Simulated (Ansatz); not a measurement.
# One elementary step

Start structure (Si2H8SO, closed shell), relaxed at PBE0-D4/def2-TZVP:

Si1  (0.809, 0.344, -1.379)
S2  (1.457, 0.913, 0.575)
H3  (-0.655, 0.478, -1.524)
H4  (1.253, -1.069, -1.478)
O5  (1.432, 1.287, -2.570)
H6  (-0.532, -1.070, 2.810)
Si7  (-1.497, -1.088, 1.684)
H8  (0.835, 2.104, 0.552)
H9  (2.383, 1.407, -2.586)
H10  (-1.935, 0.293, 1.363)
H11  (-2.684, -1.897, 2.067)
H12  (-0.865, -1.702, 0.487)
(Å)

The step: SiH₄SO ([OH][SiH2][SH]) + SiH₄ → Si₂H₆O ([OH][SiH2][SiH3]) + H₂S; bonds formed: Si1–Si7, S2–H6; bonds broken: Si1–S2, H6–Si7. Ansatz 0.2.0; basis: def2-TZVPP and def2-QZVPP; cores frozen in the correlated methods. Extrapolation: Hartree–Fock as exp(−7.88 √X), correlation as X^−2.97. Energies below are by CCSD(T) at an estimated basis limit (MP2 extrapolated from triple and quadruple zeta, plus CCSD(T) − MP2 in triple zeta).

**Question.** What are the electronic barrier and the energy of the step, from the start structure to the end structure? (Judge from chemistry; the value comes from the calculation.)

**Answer.** The calculation gives: Barrier 255.8 kJ/mol; step energy 67.8 kJ/mol (uphill); reverse barrier, their difference, 188.1 kJ/mol. Barrier and step energy count from the start structure, the reverse barrier from the end structure.

The saddle point: One imaginary mode of 942i cm⁻¹.
| pair | start (Å) | saddle (Å) | end (Å) |
| --- | --- | --- | --- |
| Si1–Si7 | 4.09 | 2.57 | 2.35 |
| S2–H6 | 3.59 | 1.81 | 1.34 |
| Si1–S2 | 2.14 | 2.61 | 4.24 |
| H6–Si7 | 1.48 | 1.79 | 3.42 |

Zero-point energy (harmonic, PBE0-D4): ZPE is 192.7 kJ/mol at the start and 189.0 kJ/mol at the saddle, so the barrier goes from 255.8 to 252.1 kJ/mol.

The T1 diagnostic stays at or below 0.015.

Labels in which every atom is bracketed show which atoms are joined, not bond orders.

For scale, one of the runs: CCSD(T)/def2-TZVPP, 269 basis functions, launched by `ansatz run in.yaml --threads 4 --pin off --events-out ev --progress --plain --max-ram 9574MiB`. Time: 2.7 min of wall clock on 4 CPU threads of an Intel Xeon Platinum 8259CL; the host was shared. Peak host memory: 6.3 GiB.
